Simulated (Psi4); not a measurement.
Input file for Psi4: SAPT0/jun-cc-pV(D+d)Z on H2N2S (a complex).

```
memory 1800 MB

molecule dimer {
0 1
N     0.40772971   -0.85728750   -0.59430610
N     0.18693513    0.07186987   -0.06743402
--
0 1
S    -0.36782190    0.44285444    3.66211027
H    -0.41587262    1.04363230    2.46287478
H     0.95794682    0.62679201    3.76706892
units angstrom
symmetry c1
no_reorient
no_com
}

set {
  basis jun-cc-pV(D+d)Z
  scf_type df
  freeze_core true
}

energy('sapt0')
```

It printed:

```
[...]
==> Input File <==

--------------------------------------------------------------------------
memory 1800 MB

molecule dimer {
0 1
N     0.40772971   -0.85728750   -0.59430610
N     0.18693513    0.07186987   -0.06743402
--
0 1
S    -0.36782190    0.44285444    3.66211027
H    -0.41587262    1.04363230    2.46287478
H     0.95794682    0.62679201    3.76706892
units angstrom
symmetry c1
no_reorient
no_com
}

set {
  basis jun-cc-pV(D+d)Z
  scf_type df
  freeze_core true
}

energy('sapt0')
--------------------------------------------------------------------------


   => Loading Basis Set <=

    Name: JUN-CC-PV(D+D)Z
    Role: ORBITAL
    Keyword: BASIS
    atoms 1-2 entry N          line   222 file jun-cc-pv_dpd_z.gbs
    atoms 3   entry S          line   698 file jun-cc-pv_dpd_z.gbs
    atoms 4-5 entry H          line    60 file jun-cc-pv_dpd_z.gbs

   => Loading Basis Set <=

    Name: JUN-CC-PV(D+D)Z
    Role: ORBITAL
    Keyword: BASIS
    atoms 1-2 entry N          line   222 file jun-cc-pv_dpd_z.gbs
    atoms 3   entry S          line   698 file jun-cc-pv_dpd_z.gbs
    atoms 4-5 entry H          line    60 file jun-cc-pv_dpd_z.gbs


  //>>>>>>>>>>>>>>>>>>>>>>>>>>>>>>>>>>>//
  //              Dimer HF             //
  //<<<<<<<<<<<<<<<<<<<<<<<<<<<<<<<<<<<//

   => Libint2 <=

    Primary   basis highest AM E, G, H:  7, 6, 3
    Auxiliary basis highest AM E, G, H:  7, 7, 4
    Onebody   basis highest AM E, G, H:  -, -, -
    Solid Harmonics ordering:            Gaussian


   => Loading Basis Set <=

    Name: JUN-CC-PV(D+D)Z
    Role: ORBITAL
    Keyword: BASIS
    atoms 1-2 entry N          line   222 file jun-cc-pv_dpd_z.gbs
    atoms 3   entry S          line   698 file jun-cc-pv_dpd_z.gbs
    atoms 4-5 entry H          line    60 file jun-cc-pv_dpd_z.gbs


         ---------------------------------------------------------
                                   SCF
               by Justin Turney, Rob Parrish, Andy Simmonett
                          and Daniel G. A. Smith
                              RHF Reference
                        1 Threads,   1716 MiB Core
         ---------------------------------------------------------

  ==> Geometry <==

    Molecular point group: c1
    Full point group: C1

    Geometry (in Angstrom), charge = 0, multiplicity = 1:

       Center              X                  Y                   Z               Mass
    ------------   -----------------  -----------------  -----------------  -----------------
         N            0.407729710000    -0.857287500000    -0.594306100000    14.003074004430
         N            0.186935130000     0.071869870000    -0.067434020000    14.003074004430
         S           -0.367821900000     0.442854440000     3.662110270000    31.972071174400
         H           -0.415872620000     1.043632300000     2.462874780000     1.007825032230
         H            0.957946820000     0.626792010000     3.767068920000     1.007825032230

  Running in c1 symmetry.

  Rotational constants: A =      1.31686  B =      0.03587  C =      0.03524 [cm^-1]
  Rotational constants: A =  39478.39736  B =   1075.42349  C =   1056.37061 [MHz]
  Nuclear repulsion =   69.495861407021664

  Charge       = 0
  Multiplicity = 1
  Electrons    = 32
  Nalpha       = 16
  Nbeta        = 16

  ==> Algorithm <==

  SCF Algorithm Type is DF.
  DIIS enabled.
  MOM disabled.
  Fractional occupation disabled.
  Guess Type is SAD.
  Energy threshold   = 1.00e-08
  Density threshold  = 1.00e-08
  Integral threshold = 1.00e-12

  ==> Primary Basis <==

  Basis Set: JUN-CC-PV(D+D)Z
    Blend: JUN-CC-PV(D+D)Z
    Number of shells: 33
    Number of basis functions: 73
    Number of Cartesian functions: 77
    Spherical Harmonics?: true
    Max angular momentum: 2

   => Loading Basis Set <=

    Name: (JUN-CC-PV(D+D)Z AUX)
    Role: JKFIT
    Keyword: DF_BASIS_SCF
    atoms 1-2 entry N          line   202 file jun-cc-pvdz-jkfit.gbs
    atoms 3   entry S          line   666 file jun-cc-pvdz-jkfit.gbs
    atoms 4-5 entry H          line    70 file jun-cc-pvdz-jkfit.gbs

  ==> Integral Setup <==

  DFHelper Memory: AOs need 0.014 GiB; user supplied 1.257 GiB.
  SCF_SUBTYPE=INCORE selected. In-core MEM_DF algorithm will be used.
  Using in-core AOs.

  ==> MemDFJK: Density-Fitted J/K Matrices <==

    J tasked:                   Yes
    K tasked:                   Yes
    wK tasked:                   No
    OpenMP threads:               1
    Algorithm:                 Core
    Schwarz Cutoff:           1E-12
    Mask sparsity (%):       3.7906
    Fitting Condition:        1E-10

   => Auxiliary Basis Set <=

  Basis Set: (JUN-CC-PV(D+D)Z AUX)
    Blend: JUN-CC-PVDZ-JKFIT
    Number of shells: 111
    Number of basis functions: 325
    Number of Cartesian functions: 372
    Spherical Harmonics?: true
    Max angular momentum: 3

  Minimum eigenvalue in the overlap matrix is 4.5985616867E-04.
  Reciprocal condition number of the overlap matrix is 9.5382975983E-05.
  
[...]
n by Irrep:
              A
    DOCC [     9 ]
    NA   [     9 ]
    NB   [     9 ]

  @DF-RHF Final Energy:  -398.70111623280093

   => Energetics <=

    Nuclear Repulsion Energy =             12.8875736453763547
    One-Electron Energy =                -576.4646821565034998
    Two-Electron Energy =                 164.8759922783261800
    Total Energy =                       -398.7011162328009277

Computation Completed


Properties will be evaluated at   0.000000,   0.000000,   0.000000 [a0]

Properties computed using the SCF density matrix


 Multipole Moments:

 ------------------------------------------------------------------------------------
     Multipole            Electronic (a.u.)      Nuclear  (a.u.)        Total (a.u.)
 ------------------------------------------------------------------------------------

 L = 1.  Multiply by 2.5417464519 to convert [e a0] to [Debye]
 Dipole X            :         10.4518917          -10.0969507            0.3549410
 Dipole Y            :        -16.3346530           16.5466221            0.2119691
 Dipole Z            :       -122.7888372          122.4990546           -0.2897827
 Magnitude           :                                                    0.5048644

 ------------------------------------------------------------------------------------

  Constructing Basis Sets for SAPT...

   => Loading Basis Set <=

    Name: (JUN-CC-PV(D+D)Z AUX)
    Role: RIFIT
    Keyword: DF_BASIS_SAPT
    atoms 1-2 entry N          line   144 file jun-cc-pvdz-ri.gbs
    atoms 3   entry S          line   488 file jun-cc-pvdz-ri.gbs
    atoms 4-5 entry H          line    30 file jun-cc-pvdz-ri.gbs

   => Loading Basis Set <=

    Name: (JUN-CC-PV(D+D)Z AUX)
    Role: JKFIT
    Keyword: DF_BASIS_ELST
    atoms 1-2 entry N          line   202 file jun-cc-pvdz-jkfit.gbs
    atoms 3   entry S          line   666 file jun-cc-pvdz-jkfit.gbs
    atoms 4-5 entry H          line    70 file jun-cc-pvdz-jkfit.gbs


  //>>>>>>>>>>>>>>>>>>>>>>>>>>>>>>>>>>>//
  //               SAPT0               //
  //<<<<<<<<<<<<<<<<<<<<<<<<<<<<<<<<<<<//



        SAPT0
    Ed Hohenstein
     6 June 2009

      Orbital Information
  --------------------------
    NSO        =        73
    NMO        =        73
    NRI        =       243
    NRI (Elst) =       325
    NOCC A     =         7
    NOCC B     =         9
    FOCC A     =         2
    FOCC B     =         5
    NVIR A     =        66
    NVIR B     =        64

    Elst10,r            =    -0.001031372995 [Eh]
    Exch10              =     0.001785403466 [Eh]
    Exch10 (S^2)        =     0.001782352708 [Eh]

    Maxiter = 50
    CPHF R converge = 1.000000E-08

    Iter     Energy [mEh]          dE [mEh]         Residual      Time [s]
       1      -0.11311358       0.113113582     3.461254e-03             0
       2      -0.11579056       0.002676974     9.921688e-04             0
       3      -0.13103630       0.015245741     1.636585e-04             0
       4      -0.13047385      -0.000562443     5.201032e-05             0
       5      -0.13038393      -0.000089929     1.791964e-05             0
       6      -0.13045168       0.000067754     4.073513e-06             0
       7      -0.13044370      -0.000007981     1.079455e-06             0
       8      -0.13044302      -0.000000676     4.200097e-07             0
       9      -0.13044387       0.000000850     1.584274e-07             0
      10      -0.13044361      -0.000000263     4.474508e-08             0
      11      -0.13044364       0.000000033     6.274604e-09             0

    CHF Iterations converged

    Maxiter = 50
    CPHF R converge = 1.000000E-08

    Iter     Energy [mEh]          dE [mEh]         Residual      Time [s]
       1      -0.31300734       0.313007340     1.974237e-03             0
       2      -0.37352333       0.060515992     3.379971e-04             0
       3      -0.37192626      -0.001597068     1.268061e-04             0
       4      -0.37157639      -0.000349871     2.927225e-05             0
       5      -0.37176075       0.000184354     6.700728e-06             0
       6      -0.37173671      -0.000024035     2.361781e-06             0
       7      -0.37173527      -0.000001441     6.188034e-07             0
       8      -0.37173761       0.000002343     1.442131e-07             1
       9      -0.37173723      -0.000000389     3.979333e-08             1
      10      -0.37173724       0.000000019     1.057568e-08             1
      11      -0.37173726       0.000000016     1.633878e-09             1

    CHF Iterations converged

    Ind20,r (A<-B)      =    -0.000130443643 [Eh]
    Ind20,r (B<-A)      =    -0.000371737260 [Eh]
    Ind20,r             =    -0.000502180903 [Eh]
    Exch-Ind20,r (A<-B) =     0.000064840440 [Eh]
    Exch-Ind20,r (B<-A) =     0.000366586728 [Eh]
    Exch-Ind20,r        =     0.000431427168 [Eh]
    Disp20              =    -0.001133212667 [Eh]
    Disp20 (SS)         =    -0.000566606333 [Eh]
    Disp20 (OS)         =    -0.000566606333 [Eh]
    Exch-Disp20         =     0.000106488465 [Eh]
    Exch-Disp20 (SS)    =     0.000054542470 [Eh]
    Exch-Disp20 (OS)    =     0.000051945996 [Eh]

    SAPT Results
  --------------------------------------------------------------------------------------------------------
    Electrostatics                 -1.03137300 [mEh]      -0.64719633 [kcal/mol]      -2.70786943 [kJ/mol]
      Elst10,r                     -1.03137300 [mEh]      -0.64719633 [kcal/mol]      -2.70786943 [kJ/mol]

    Exchange                        1.78540347 [mEh]       1.12035759 [kcal/mol]       4.68757615 [kJ/mol]
      Exch10                        1.78540347 [mEh]       1.12035759 [kcal/mol]       4.68757615 [kJ/mol]
      Exch10(S^2)                   1.78235271 [mEh]       1.11844321 [kcal/mol]       4.67956639 [kJ/mol]

    Induction                      -0.22672117 [mEh]      -0.14226968 [kcal/mol]      -0.59525635 [kJ/mol]
      Ind20,r                      -0.50218090 [mEh]      -0.31512327 [kcal/mol]      -1.31847578 [kJ/mol]
      Exch-Ind20,r                  0.43142717 [mEh]       0.27072464 [kcal/mol]       1.13271187 [kJ/mol]
      delta HF,r (2)               -0.15596743 [mEh]      -0.09787104 [kcal/mol]      -0.40949244 [kJ/mol]

    Dispersion                     -1.02672420 [mEh]      -0.64427916 [kcal/mol]      -2.69566402 [kJ/mol]
      Disp20                       -1.13321267 [mEh]      -0.71110168 [kcal/mol]      -2.97524945 [kJ/mol]
      Exch-Disp20                   0.10648847 [mEh]       0.06682252 [kcal/mol]       0.27958543 [kJ/mol]
      Disp20 (SS)                  -0.56660633 [mEh]      -0.35555084 [kcal/mol]      -1.48762472 [kJ/mol]
      Disp20 (OS)                  -0.56660633 [mEh]      -0.35555084 [kcal/mol]      -1.48762472 [kJ/mol]
      Exch-Disp20 (SS)              0.05454247 [mEh]       0.03422592 [kcal/mol]       0.14320123 [kJ/mol]
      Exch-Disp20 (OS)              0.05194600 [mEh]       0.03259660 [kcal/mol]       0.13638419 [kJ/mol]

  Total HF                          0.52730930 [mEh]       0.33089158 [kcal/mol]       1.38445038 [kJ/mol]
  Total SAPT0                      -0.49941490 [mEh]      -0.31338758 [kcal/mol]      -1.31121364 [kJ/mol]

  Special recipe for scaled SAPT0 (see Manual):
    Electrostatics sSAPT0          -1.03137300 [mEh]      -0.64719633 [kcal/mol]      -2.70786943 [kJ/mol]
    Exchange sSAPT0                 1.78540347 [mEh]       1.12035759 [kcal/mol]       4.68757615 [kJ/mol]
    Induction sSAPT0               -0.22450202 [mEh]      -0.14087715 [kcal/mol]      -0.58942998 [kJ/mol]
    Dispersion sSAPT0              -1.02617645 [mEh]      -0.64393545 [kcal/mol]      -2.69422591 [kJ/mol]
  Total sSAPT0                     -0.49664800 [mEh]      -0.31165133 [kcal/mol]      -1.30394916 [kJ/mol]
  --------------------------------------------------------------------------------------------------------



*** Psi4 exiting successfully. Buy a developer a beer!
```

The run finished.

Cost: around 4 core-seconds (rough).
